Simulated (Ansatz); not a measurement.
Ansatz (a first-principles code) job for C2H7S, SMILES CC[SH2+], charge +1, PBE-D3(BJ)/def2-SVP. 

Ansatz 0.2 input:
```yaml
crystal:
  periodic: [false, false, false]
  atoms:
    - {symbol: C, position_ang: [-0.36219126, -1.67366613, 0.00000000]}
    - {symbol: C, position_ang: [0.66218692, -0.56538823, -0.00000000]}
    - {symbol: S, position_ang: [-0.04278008, 1.15271879, 0.00000000]}
    - {symbol: H, position_ang: [-0.99677483, -1.65852342, 0.89885511]}
    - {symbol: H, position_ang: [-0.99677482, -1.65852342, -0.89885512]}
    - {symbol: H, position_ang: [0.18502720, -2.62998330, -0.00000000]}
    - {symbol: H, position_ang: [1.31297431, -0.55169049, 0.88989165]}
    - {symbol: H, position_ang: [1.31297432, -0.55169049, -0.88989164]}
    - {symbol: H, position_ang: [-0.96645943, 1.02061829, -0.99298221]}
    - {symbol: H, position_ang: [-0.96645944, 1.02061830, 0.99298220]}
basis:
  gaussian:
    orbitals: def2-SVP
hamiltonian:
  xc: pbe
  dispersion: d3bj
total_charge: 1
relax: {f_tol: 0.002, max_steps: 200}
```

Log of the run:

```
WARN ansatz: RAYON_NUM_THREADS=1 ignored (pool sized by the plan → 1); use --threads N
Functional definition: PBE
integrals: 0.03 GiB planned
927 factors; their error is unknown
mean field: 0.18 GiB planned
mean field evaluation 1: about -12987.0963 eV, gradient 7.8e1 eV
mean field evaluation 2: about -12904.5541 eV, gradient 1.6e2 eV
mean field evaluation 4: about -13002.5383 eV, gradient 1.2e1 eV
mean field evaluation 8: about -13002.9662 eV, gradient 1.7e-1 eV
mean field evaluation 16: about -13002.9221 eV, gradient 9.2e-5 eV
mean field -13002.92207572 eV, -477.8485725854 hartree, gradient 1.3e-5 eV, S^2 0.000000; 0 other end points of the search recorded, 0 dependent functions left out
the calculation of the forces begins
reference -13002.92210676 eV, -477.8485737262 hartree; 17, 17 occupied and 64, 64 virtual orbitals, 927 factors
relax step   1: F+E_penalty+E_count = -13003.10587832 eV  Δ(F+E_penalty+E_count) = +0.000e0 eV  max|allowed force component| = 3.855e-1 eV/Å  Δτ_max = 0.0000 Å  (29 SCF iters, accepted)
these checks for a lower state are left out or cut short: starts, cluster_reference, orbital_swaps, neighbouring_geometries, increment
integrals: 0.03 GiB planned
927 factors; their error is unknown
mean field: 0.18 GiB planned
mean field -13002.93038082 eV, -477.8488777922 hartree, gradient 1.3e-5 eV, S^2 0.000000; 0 other end points of the search recorded, 0 dependent functions left out
the calculation of the forces begins
reference -13002.93041206 eV, -477.8488789403 hartree; 17, 17 occupied and 64, 64 virtual orbitals, 927 factors
relax step   2: F+E_penalty+E_count = -13003.11368676 eV  Δ(F+E_penalty+E_count) = -7.808e-3 eV  max|allowed force component| = 1.254e-1 eV/Å  Δτ_max = 0.0096 Å  (32 SCF iters, accepted)
these checks for a lower state are left out or cut short: starts, cluster_reference, orbital_swaps, neighbouring_geometries, increment
integrals: 0.03 GiB planned
927 factors; their error is unknown
mean field: 0.18 GiB planned
mean field evaluation 32: about -13002.9315 eV, gradient 1.3e-3 eV
mean field -13002.93149925 eV, -477.8489188941 hartree, gradient 1.3e-5 eV, S^2 0.000000; 0 other end points of the search recorded, 0 dependent functions left out
the calculation of the forces begins
reference -13002.93153057 eV, -477.8489200449 hartree; 17, 17 occupied and 64, 64 virtual orbitals, 927 factors
relax step   3: F+E_penalty+E_count = -13003.11465916 eV  Δ(F+E_penalty+E_count) = -9.724e-4 eV  max|allowed force component| = 3.047e-2 eV/Å  Δτ_max = 0.0056 Å  (31 SCF iters, accepted)
these checks for a lower state are left out or cut short: starts, cluster_reference, orbital_swaps, neighbouring_geometries, increment
integrals: 0.03 GiB planned
927 factors; their error is unknown
mean field: 0.18 GiB planned
mean field -13002.93156779 eV, -477.8489214128 hartree, gradient 1.6e-5 eV, S^2 0.000000; 0 other end points of the search recorded, 0 dependent functions left out
the calculation of the forces begins
reference -13002.93159912 eV, -477.8489225639 hartree; 17, 17 occupied and 64, 64 virtual orbitals, 927 factors
relax step   4: F+E_penalty+E_count = -13003.11470499 eV  Δ(F+E_penalty+E_count) = -4.584e-5 eV  max|allowed force component| = 1.455e-2 eV/Å  Δτ_max = 0.0019 Å  (21 SCF iters, accepted)
these checks for a lower state are left out or cut short: starts, cluster_reference, orbital_swaps, neighbouring_geometries, increment
integrals: 0.03 GiB planned
927 factors; their error is unknown
mean field: 0.18 GiB planned
mean field -13002.93157936 eV, -477.8489218379 hartree, gradient 8.1e-5 eV, S^2 0.000000; 0 other end points of the search recorded, 0 dependent functions left out
the calculation of the forces begins
reference -13002.93161068 eV, -477.8489229888 hartree; 17, 17 occupied and 64, 64 virtual orbitals, 927 factors
relax step   5: F+E_penalty+E_count = -13003.11471385 eV  Δ(F+E_penalty+E_count) = -8.858e-6 eV  max|allowed force component| = 1.042e-3 eV/Å  Δτ_max = 0.0007 Å  (20 SCF iters, accepted)
integrals: 0.03 GiB planned
927 factors; their error is unknown
mean field: 0.18 GiB planned
mean field evaluation 64: about -13002.9316 eV, gradient 2.6e-4 eV
mean field -13002.93157936 eV, -477.8489218379 hartree, gradient 8.1e-5 eV, S^2 0.000000; 1 other end points of the search recorded, 0 dependent functions left out
the calculation of the forces begins
reference -13002.93161068 eV, -477.8489229888 hartree; 17, 17 occupied and 64, 64 virtual orbitals, 927 factors
Total energy: -13003.11474517 eV, -477.8556530573 hartree
Atom 0 at    -0.362847    -1.677230    -0.000000 Å, force    -0.000488     0.000919     0.000000 eV/Å
Atom 1 at     0.663024    -0.565032     0.000000 Å, force     0.001042    -0.000273     0.000000 eV/Å
Atom 2 at    -0.036515     1.161865    -0.000000 Å, force     0.000760    -0.000742    -0.000000 eV/Å
Atom 3 at    -1.002437    -1.663734     0.904864 Å, force    -0.000491     0.000054    -0.000109 eV/Å
Atom 4 at    -1.002437    -1.663734    -0.904864 Å, force    -0.000491     0.000054     0.000109 eV/Å
Atom 5 at     0.187483    -2.640862    -0.000000 Å, force     0.000939    -0.000608    -0.000000 eV/Å
Atom 6 at     1.319191    -0.549806     0.895506 Å, force    -0.000472     0.000379    -0.000667 eV/Å
Atom 7 at     1.319191    -0.549806    -0.895506 Å, force    -0.000472     0.000379     0.000667 eV/Å
Atom 8 at    -0.971465     1.026415    -0.997630 Å, force    -0.000164    -0.000081     0.000133 eV/Å
Atom 9 at    -0.971465     1.026415     0.997630 Å, force    -0.000164    -0.000081    -0.000133 eV/Å
Dipole moment:    -0.195536     0.200883    -0.000000 e Å
```

Self-consistency was reached.
